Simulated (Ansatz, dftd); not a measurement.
Reaction: H4SiO2 (dihydroxysilane, SMILES O[SiH2]O) → H3SiO2 (SMILES [SiH](O)O, doublet) + H (doublet) (the H-Si bond breaks)
Each species at its own B3LYP-D3(BJ)/def2-TZVP minimum (Ansatz, a first-principles code), one conformer.

Wanted: bond dissociation energy (electronic), in kcal/mol. Radicals and triplets start from unrestricted determinants; spin-orbit coupling is neglected. Correlated methods leave the cores frozen. Rows without X2C or -DK are non-relativistic. CBS(X,Y): correlation extrapolated as X^-3, Hartree-Fock from the larger set. A bracket is a step between two methods taken in the basis named. The functionals are non-relativistic, so their misses hold any scalar relativity. Double hybrids freeze cores in their MP2 part. 'core' is core correlation in cc-pwCVTZ (1s frozen past Ne), 'X2C' scalar relativity in cc-pVTZ-DK, both at CCSD(T). Where a partner has so few electrons that a lower coupled-cluster level is exact, that level stands in.

```json
[
 {"level": "B2GP-PLYP-D3(BJ)/def2-TZVPD", "program": "Ansatz + dftd3", "bond dissociation energy (kcal/mol)": "97.7", "difference against the last row": "-3.2"},
 {"level": "CCSD/CBS(cc-pV(T+d)Z,cc-pV(Q+d)Z)", "program": "Ansatz", "bond dissociation energy (kcal/mol)": "101.2", "difference against the last row": "0.3"},
 {"level": "CCSD(T)/cc-pV(Q+d)Z", "program": "Ansatz", "bond dissociation energy (kcal/mol)": "100.4", "difference against the last row": "-0.5"},
 {"level": "CCSD(T)/CBS(cc-pV(T+d)Z,cc-pV(Q+d)Z)", "program": "Ansatz", "bond dissociation energy (kcal/mol)": "101.0", "difference against the last row": "0.1"},
 {"level": "CCSDT(Q)/cc-pV(D+d)Z", "program": "Ansatz", "bond dissociation energy (kcal/mol)": "97.8", "difference against the last row": "-3.1"},
 {"level": "CCSD(T)/CBS(cc-pV(T+d)Z,cc-pV(Q+d)Z) + [CCSDT(Q) - CCSD(T)]/cc-pV(D+d)Z + core + X2C", "program": "Ansatz", "bond dissociation energy (kcal/mol)": "100.9", "difference against the last row": "0.0"}
]
```
